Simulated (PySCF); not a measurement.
# Dipole response of Fe²⁺ (iron, charge +2)

[Ar] 3d6, high-spin 5D determinant. Calculation: PySCF 2.14, in def2-TZVPPD (6s6p4d2f1g, 67 functions); no relativity, point nucleus. Coupled (time-dependent) response in atomic units; α is the mean over directions.

| method | mean α (bohr³) | α xx, yy, zz | C₆ (like pair) | S(−4) |
| --- | --- | --- | --- | --- |
| MN15 | 3.017 | 3.239, 3.239, 2.573 | 7.472 | 7.292 |

S(−4) is the Cauchy moment in α(ω) = α(0) + S(−4) ω² + …

α(iu) at MN15:

| u (hartree) | α(iu) (bohr³) |
| --- | --- |
| 0 | 3.017 |
| 0.0500 | 2.999 |
| 0.100 | 2.948 |
| 0.200 | 2.768 |
| 0.300 | 2.542 |
| 0.500 | 2.118 |
| 0.750 | 1.743 |
| 1.00 | 1.495 |
| 1.50 | 1.172 |
| 2.00 | 0.9481 |
| 3.00 | 0.6424 |
| 5.00 | 0.3318 |

A single London oscillator, α(iu) = α/(1 + u²/ω²), gives C₆ = (3/4) ω α². Matching the computed C₆ needs ω = 4 × 7.472 / (3 × 3.017²) = 1.09 hartree.

For an ion, C₆ is the dispersion term alone; charge-induced terms of lower order in 1/R come first.

The components differ because the open shell of this determinant is not spherical; for a pure term their mean is the scalar polarisability.
